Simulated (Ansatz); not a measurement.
Input file for Ansatz (an electronic-structure program): R-CAM-B3LYP/def2-TZVPP on CH5NZn (SMILES [CH3][Zn][NH2]).

Ansatz 0.2 input:
```yaml
crystal:
  periodic: [false, false, false]
  atoms:
    - {symbol: C, position_ang: [1.05115153, 0.33105179, 1.21444006]}
    - {symbol: Zn, position_ang: [-0.17341692, -0.05620368, -0.24014164]}
    - {symbol: N, position_ang: [-1.22516965, -0.41279506, -1.69904752]}
    - {symbol: H, position_ang: [0.51432096, 0.70995925, 2.08524718]}
    - {symbol: H, position_ang: [1.78717795, 1.07747144, 0.91139098]}
    - {symbol: H, position_ang: [1.58653841, -0.57273351, 1.51100826]}
    - {symbol: H, position_ang: [-1.61529703, -1.33882806, -1.80740167]}
    - {symbol: H, position_ang: [-1.92510525, 0.26207782, -1.97539564]}
basis:
  gaussian:
    orbitals: def2-TZVPP
hamiltonian:
  xc: {name: CAM-B3LYP}
scf: {lower_state_search: off}
```

Program output:

```
WARN ansatz: RAYON_NUM_THREADS=4 ignored (pool sized by the plan → 4); use --threads N
Functional definition: CAM-B3LYP
these checks for a lower state are left out or cut short: stability, starts, cluster_reference, orbital_swaps, neighbouring_geometries, increment
integrals: 0.13 GiB planned
1176 factors; their error is unknown
integrals: 0.17 GiB planned
252 factors; integrals over basis functions are off by at most 2.2e-5 eV
mean field: 1.10 GiB planned
mean field evaluation 1: about -51020.4180 eV, gradient 8.0e1 eV
mean field evaluation 2: about -51011.4603 eV, gradient 1.1e2 eV
mean field evaluation 4: about -51031.4311 eV, gradient 5.1e0 eV
mean field evaluation 8: about -51031.4680 eV, gradient 2.1e-1 eV
mean field evaluation 16: about -51031.5250 eV, gradient 8.0e-5 eV
mean field -51031.52495686 eV, -1875.3739517548 hartree, gradient 3.6e-6 eV, S^2 0.000000; 0 other end points of the search recorded, 0 dependent functions left out
reference -51031.52507943 eV, -1875.3739562589 hartree; 24, 24 occupied and 172, 172 virtual orbitals, 1176 factors
Total energy: -51031.52507943 eV, -1875.3739562589 hartree
Checks for a lower state left out: stability, starts, cluster_reference, orbital_swaps, neighbouring_geometries, increment
```

Self-consistency was reached.

Cost: about 2.5 core-seconds (a rough figure).
